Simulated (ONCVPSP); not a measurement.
chromium (Cr) ONCV: all-electron and pseudo phase curves

Cr, optimised norm-conserving Vanderbilt (ONCV), made with ONCVPSP 4.0.1 (LDA (Perdew-Wang 92), fully relativistic). Core [Ne], reference 3s2 3p6 3d5 4s0.5 4p0.5. Waves: 3s+4s: rc 1.40 bohr, ncon 3, nbas 7, qcut 8.2 1/bohr, 2 projectors; 3p+4p: rc 1.90 bohr, ncon 4, nbas 8, qcut 7.7 1/bohr, 2 projectors; 3d: rc 1.40 bohr, ncon 4, nbas 8, qcut 11 1/bohr, 3 projectors, debl 3.4 Ha. Local part: polynomial inside 1.00 bohr (lpopt 5, dvloc0 0 Ha). Core correction: none.

Open shells are filled in proportion to 2j + 1.

The phase is arctan(r·R′/R) of the radial function R(r), unwrapped; energies in Ha, scanned from -4 to 5 Ha. A pole is an energy at which the radial function vanishes at the test radius. The pseudo phase is shifted by a multiple of π to meet the all-electron one at the reference energy, and phase errors are pseudo minus all-electron; the curves can meet again beyond the range given. Levels narrower than the energy grid can be missing from the lists of poles.

```tsv
channel	radius (bohr)	reference energy (Ha)	poles, all-electron	poles, pseudo	unbroken range about the reference energy with phases within 0.05 rad	phase error 1 Ha above the reference energy (rad)
s	1.42	-0.17	-2.02	-2.02	the whole range	-0.000
p3/2	1.93	-0.05	-1.53, 3.86	-1.53, 3.90	the whole range	+0.001
p1/2	1.93	-0.06	-1.58, 3.81	-1.58, 3.86	the whole range	+0.001
d5/2	1.42	-0.14	0.92	0.92	the whole range	-0.000
d3/2	1.42	-0.14	0.91	0.91	the whole range	-0.000
```

Phases in the d3/2 channel:

```csv
E (Ha),all-electron,pseudo
-3.98,1.231,1.231
-3.74,1.215,1.215
-3.50,1.197,1.197
-3.26,1.177,1.177
-3.02,1.152,1.152
-2.78,1.123,1.123
-2.54,1.088,1.088
-2.30,1.044,1.044
-2.06,0.988,0.988
-1.82,0.913,0.913
-1.58,0.810,0.810
-1.34,0.659,0.659
-1.10,0.431,0.431
-0.86,0.089,0.089
-0.62,-0.347,-0.347
-0.38,-0.753,-0.753
-0.14,-1.044,-1.044
0.10,-1.238,-1.238
0.34,-1.371,-1.371
0.58,-1.469,-1.469
0.82,-1.545,-1.545
1.06,-1.610,-1.610
1.30,-1.668,-1.668
1.54,-1.722,-1.722
1.78,-1.778,-1.778
2.02,-1.836,-1.836
2.26,-1.903,-1.903
2.50,-1.981,-1.981
2.74,-2.079,-2.079
2.98,-2.208,-2.208
3.22,-2.385,-2.385
3.46,-2.631,-2.631
3.70,-2.956,-2.956
3.94,-3.319,-3.319
4.18,-3.643,-3.643
4.42,-3.887,-3.887
4.66,-4.061,-4.061
4.90,-4.185,-4.185
```
